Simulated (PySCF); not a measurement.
C₂H₆N₂OSi, SMILES [Si@@H]1(N)COC=N1.

Geometry optimised at B3LYP-D3(BJ)/def2-SVP. The structure was generated by enumeration; whether it is a known compound was not checked. One conformer was computed; it need not be the lowest.

Two levels are set side by side: PBE/def2-TZVP (PySCF) and r2SCAN/def2-TZVP (PySCF). Same geometry, gas phase. Differences are taken from unrounded values.

```json
[
 {"quantity": "orbital gap (eV)", "PBE": "4.92"},
 {"quantity": "highest occupied level (eV)", "PBE": "-5.95"},
 {"quantity": "lowest empty level (eV)", "PBE": "-1.04"},
 {"quantity": "dipole moment (D)", "PBE": "1.74"},
 {"quantity": "mean polarisability (bohr³)", "PBE": "64.8"}
]
```

Problem. These are the PBE values. What does r2SCAN give? (Estimate from the structure and the level; the computed values follow.)

Solution. 
| quantity | r2SCAN | PBE minus r2SCAN |
|---|---|---|
| orbital gap (eV) | 5.46 | -0.55 |
| highest occupied level (eV) | -6.25 | 0.29 |
| lowest empty level (eV) | -0.78 | -0.25 |
| dipole moment (D) | 1.75 | -0.01 |
| mean polarisability (bohr³) | 62.9 | 2.0 |

Rough cost on one machine, each run with all the roots and properties that it gave: r2SCAN against PBE about 4 times.
